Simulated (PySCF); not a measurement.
# C₆ coefficients of unlike pairs at HSE06

Calculated with PySCF 2.14 from the dipole response of each species, C₆(A,B) = (3/π) ∫ α_A(iu) α_B(iu) du, in atomic units, from isotropic polarisabilities. For ions this is the dispersion term alone; charge-induced terms of lower order in 1/R come first.

| species | configuration | basis | relativity | α (bohr³) | C₆ (like pair) |
| --- | --- | --- | --- | --- | --- |
| Mn³⁺ | [Ar] 3d4 (5D) | aug-cc-pVTZ-DK (8s7p5d3f2g) | spin-free X2C | 2.014 | 4.999 |
| Pt | [Xe] 4f14 5d9 6s1 (3D) | aug-cc-pVDZ-PP with ECP60MDF (5s5p4d2f) | core potential | 38.26 | 335.2 |
| Mg²⁺ | [Ne] (1S) | aug-cc-pCVQZ-DK (10s9p7d5f3g) | spin-free X2C | 0.4889 | 0.5846 |
| Zr⁺ | [Kr] 4d2 5s1 (4F) | aug-cc-pwCVTZ-PP with ECP28MDF (8s8p7d4f3g) | core potential | 58.70 | 499.9 |

Problem. Estimate C₆ for Zr⁺ with Pt.

Solution. The integral gives 399.5. The combination rule 2 C_A C_B / (C_A α_B/α_A + C_B α_A/α_B) gives 398.9 and the geometric mean 409.3.

No spin-orbit coupling is included.

The other pairs:

```tsv
pair	C₆
Zr⁺, Mg²⁺	9.655
Pt, Mn³⁺	33.97
Mg²⁺, Mn³⁺	1.649
Zr⁺, Mn³⁺	35.20
Mg²⁺, Pt	9.771
```
